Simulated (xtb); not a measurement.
F$_{3}$La (SMILES [F][La]([F])[F]), singlet, at a GFN2-xTB geometry (such geometries of metal compounds can be far from the true shape). Base run: GFN2-xTB run with xtb 6.7.1.

xtb was given this input:
```
$ xtb mol.xyz --gfn 2 --json

# file mol.xyz
4

La     0.03101627    -0.05651823    -0.13480663
F     -1.70864996    -0.89419144     0.33144867
F     -0.05107305     1.90142145    -0.45924858
F      1.56328666    -0.64928125     0.98157523
```

The base run was repeated with changes; each row names its change, and settings that it needs were set with it.

```
change         ΔE vs base (kJ/mol)  HOMO-LUMO gap (eV)  dipole (D)  G_solv (kcal/mol)  SCF cycles
-------------  -------------------  ------------------  ----------  -----------------  ----------
base                          0.00                2.68        3.70                  -          39
alpb = ch2cl2                  [?]                 [?]         [?]                [?]          41
etemp = 3000                 -1.55                2.70        3.66                  -          39
file = coord                  0.00                2.68        3.70                  -          39
alpb = dmso                   9.96                2.69        3.70               2.38          34
etemp = 1000                  0.00                2.68        3.70                  -          33
gbsa = water                  9.12                2.71        3.71               2.17          43
```

Fill in the missing entries.


- alpb = ch2cl2, ΔE vs base (kJ/mol): 5.61
- alpb = ch2cl2, HOMO-LUMO gap (eV): 2.72
- alpb = ch2cl2, dipole (D): 3.72
- alpb = ch2cl2, G_solv (kcal/mol): 1.33

ALPB and GBSA are two models with their own fitted parameters for each solvent, which aren't always the measured dielectric constant.
